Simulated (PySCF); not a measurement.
A GIAO shielding run with PySCF 2.14 (density fitting, non-relativistic, gas phase) on SMILES O[SiH2]OC1CC1, C$_{3}$H$_{8}$O$_{2}$Si:

```
$ OMP_NUM_THREADS=1 python probes_run.py task.json out

{"job": {"kind": "nmr", "xc": "LC-wPBE", "basis": "pcSseg-1", "pop": false}, "charge": 0, "multiplicity": 1}
O      3.179461    -0.390630    -0.669595
Si     1.906480     0.202538     0.198820
O      0.498471    -0.244629    -0.576536
C     -0.724384     0.344430    -0.283377
C     -1.947069    -0.475245    -0.501721
C     -1.507650    -0.139139     0.900533
H      3.203551    -0.169461    -1.605219
H      2.021072    -0.406824     1.549334
H      1.914044     1.696671     0.286977
H     -0.777612     1.415437    -0.522023
H     -1.777639    -1.498810    -0.844778
H     -2.839007     0.007802    -0.908703
H     -1.061544    -0.945385     1.488916
H     -2.087751     0.585226     1.478647
```

Hardware: 1 thread of an Arm Neoverse V2, shared host. The job also computes ring-centre shieldings.

Problem. How large is the calculation?

Solution. 56 electrons, 149 basis functions and 796 auxiliary functions.

Problem. How long does it take, and how much memory does it need?

Solution. 21 s of wall time, with 13 SCF cycles and 6 response iterations; peak memory 0.77 GiB. Times on a shared host scatter by some tens of per cent.

Problem. And these other runs on the same molecule and hardware: GIAO shielding at B97-2/pcSseg-1; GIAO shielding at BHandHLYP/pcSseg-1; GIAO shielding at CAM-B3LYP/pcSseg-1; GIAO shielding at PBE0/6-31G; GIAO shielding at PBE0/STO-3G; GIAO shielding at PBE0/pcSseg-1?

Solution. B97-2/pcSseg-1: 149 functions, 13 s; BHandHLYP/pcSseg-1: 149 functions, 12 s; CAM-B3LYP/pcSseg-1: 149 functions, 17 s; PBE0/6-31G: 74 functions, 6.3 s; PBE0/STO-3G: 42 functions, 3.2 s; PBE0/pcSseg-1: 149 functions, 9.5 s.
